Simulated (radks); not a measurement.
Neutral calcium inside a hard spherical wall (all orbitals vanish at R), configuration held at [Ar] 4s2 and not refilled when levels cross. Method: non-relativistic Kohn-Sham, LDA (Slater exchange, Perdew-Wang correlation), spin-polarised, spherical densities, point nucleus; computed with a radial shooting solver on a logarithmic mesh with Libxc functionals. Eigenvalues in eV for spin up, with the zero of energy where the potential of the charges vanishes at infinity; a dash marks a level that is unbound or too diffuse for the functional's potential to be trusted. A positive occupied level is held by the wall or, in an anion where self-interaction has pushed it up, behind a barrier. The pressure on the wall is -dE/dV.

| R (bohr) | E (hartree) | kinetic (hartree) | e(2p) | e(3s) | e(3p) | e(4s) | e(3d, empty) | e(4p, empty) | pressure (GPa) |
|---|---|---|---|---|---|---|---|---|---|
| free | -675.73530 | 674.655 | -334.30 | -46.425 | -28.037 | -3.850 | -2.258 | -1.455 | 0 |
| 20 | -675.73530 | 674.655 | -334.30 | -46.425 | -28.037 | -3.849 | -2.258 | -1.455 | < 0.0001 |
| 15 | -675.73529 | 674.655 | -334.29 | -46.423 | -28.035 | -3.848 | -2.256 | -1.447 | 0.000145 |
| 8 | -675.72048 | 674.750 | -333.57 | -45.739 | -27.361 | -3.286 | -1.649 | -0.441 | 0.511 |
| 7 | -675.69749 | 674.860 | -332.91 | -45.120 | -26.754 | -2.665 | -1.087 | 0.507 | 1.68 |
| 6 | -675.63907 | 675.095 | -331.76 | -44.063 | -25.721 | -1.354 | -0.085 | 2.393 | 5.88 |
| 5 | -675.48435 | 675.629 | -329.74 | -42.291 | -24.001 | 1.604 | 1.733 | 6.395 | 23.2 |
| 4 | -675.02510 | 677.090 | -325.71 | -39.071 | -20.872 | 9.235 | 5.419 | 15.982 | 116 |
| 3.5 | -674.45956 | 678.871 | -321.71 | -36.181 | -18.002 | 17.735 | 8.973 | 26.005 | 301 |
| 2.5 | -670.44344 | 691.120 | -299.92 | -21.700 | -2.707 | 68.032 | 27.479 | 80.218 | 3270 |
| 1.5 | -637.56444 | 773.094 | -208.40 | 64.345 | 88.021 | 358.36 | 117.59 | 361.94 | 94900 |
